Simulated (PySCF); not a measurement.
Isomers of C3H8F2SSi2.

All values: PBE0/pcSseg-1 (PySCF) at GFN2-xTB geometries, gas phase, one conformer each.

Task: Rank by HOMO–LUMO gap, highest first.
A. `[F:1][C@@H:2]1[C@H:3]([SiH3:4])[CH2:5][S:6][Si@H:7]1[F:8]` with F1–C2–C3–Si4 45°, C2–C3–C5–S6 -53°, C3–C5–S6–Si7 36°, C5–S6–Si7–F8 -125°
B. `[F:1][C@@H:2]1[CH2:3][SiH2:4][Si@@:5]([F:6])([SH:7])[CH2:8]1` with Si4–Si5–S7–H -102°, F1–C2–C3–Si4 -63°, C2–C3–Si4–Si5 -32°, C3–Si4–Si5–F6 121°, Si4–Si5–C8–C2 19°
C. `[CH2:1]=[CH:2][CH2:3][Si@H:4]([F:5])[S:6][SiH2:7][F:8]` with C1–C2–C3–Si4 107°, C2–C3–Si4–F5 -176°, C3–Si4–S6–Si7 168°, Si4–S6–Si7–F8 51°
D. `[F:1][SiH2:2][S:3][Si@H:4]([F:5])[CH:6]1[CH2:7][CH2:8]1` with F1–Si2–S3–Si4 -51°, Si2–S3–Si4–F5 -52°, S3–Si4–C6–C7 -151°

Result: D (7.49 eV), A (7.20 eV), C (6.99 eV), B (6.70 eV).

Task: Rank by the highest IAO charge on any atom, highest value first.
A. `[F:1][C@@H:2]1[CH2:3][SiH2:4][Si@@:5]([F:6])([SH:7])[CH2:8]1` with Si4–Si5–S7–H -102°, F1–C2–C3–Si4 -63°, C2–C3–Si4–Si5 -32°, C3–Si4–Si5–F6 121°, Si4–Si5–C8–C2 19°
B. `[CH2:1]=[CH:2][CH2:3][Si@H:4]([F:5])[S:6][SiH2:7][F:8]` with C1–C2–C3–Si4 107°, C2–C3–Si4–F5 -176°, C3–Si4–S6–Si7 168°, Si4–S6–Si7–F8 51°
C. `[F:1][C@@H:2]1[C@H:3]([SiH3:4])[CH2:5][S:6][Si@H:7]1[F:8]` with F1–C2–C3–Si4 45°, C2–C3–C5–S6 -53°, C3–C5–S6–Si7 36°, C5–S6–Si7–F8 -125°

Result: B (+1.140 e), C (+1.111 e), A (+0.985 e).

All values together:

```json
{"SMILES": "F[C@@H]1[C@H]([SiH3])CS[Si@H]1F", "μ (D)": "1.69", "HOMO (eV)": "-7.42", "LUMO (eV)": "-0.22", "lowest IAO charge (e)": "-0.530 (F)", "highest IAO charge (e)": "+1.111 (Si)", "lowest Hirshfeld charge (e)": "-0.204 (F)", "highest Hirshfeld charge (e)": "+0.406 (Si)"}
{"SMILES": "F[SiH2]S[Si@H](F)C1CC1", "μ (D)": "1.46", "HOMO (eV)": "-7.89", "LUMO (eV)": "-0.41", "lowest IAO charge (e)": "-0.539 (F)", "highest IAO charge (e)": "+1.131 (Si)", "lowest Hirshfeld charge (e)": "-0.201 (F)", "highest Hirshfeld charge (e)": "+0.413 (Si)"}
{"SMILES": "C=CC[Si@H](F)S[SiH2]F", "μ (D)": "0.90", "HOMO (eV)": "-7.53", "LUMO (eV)": "-0.55", "lowest IAO charge (e)": "-0.561 (C)", "highest IAO charge (e)": "+1.140 (Si)", "lowest Hirshfeld charge (e)": "-0.204 (F)", "highest Hirshfeld charge (e)": "+0.419 (Si)"}
{"SMILES": "F[C@@H]1C[SiH2][Si@@](F)(S)C1", "μ (D)": "2.20", "HOMO (eV)": "-7.32", "LUMO (eV)": "-0.63", "lowest IAO charge (e)": "-0.580 (C)", "highest IAO charge (e)": "+0.985 (Si)", "lowest Hirshfeld charge (e)": "-0.205 (F)", "highest Hirshfeld charge (e)": "+0.340 (Si)"}
```

Conformers: `[F:1][C@@H:2]1[C@H:3]([SiH3:4])[CH2:5][S:6][Si@H:7]1[F:8]` with F1–C2–C3–Si4 45°, C2–C3–C5–S6 -53°, C3–C5–S6–Si7 36°, C5–S6–Si7–F8 -125°; `[F:1][SiH2:2][S:3][Si@H:4]([F:5])[CH:6]1[CH2:7][CH2:8]1` with F1–Si2–S3–Si4 -51°, Si2–S3–Si4–F5 -52°, S3–Si4–C6–C7 -151°; `[CH2:1]=[CH:2][CH2:3][Si@H:4]([F:5])[S:6][SiH2:7][F:8]` with C1–C2–C3–Si4 107°, C2–C3–Si4–F5 -176°, C3–Si4–S6–Si7 168°, Si4–S6–Si7–F8 51°; `[F:1][C@@H:2]1[CH2:3][SiH2:4][Si@@:5]([F:6])([SH:7])[CH2:8]1` with Si4–Si5–S7–H -102°, F1–C2–C3–Si4 -63°, C2–C3–Si4–Si5 -32°, C3–Si4–Si5–F6 121°, Si4–Si5–C8–C2 19°.
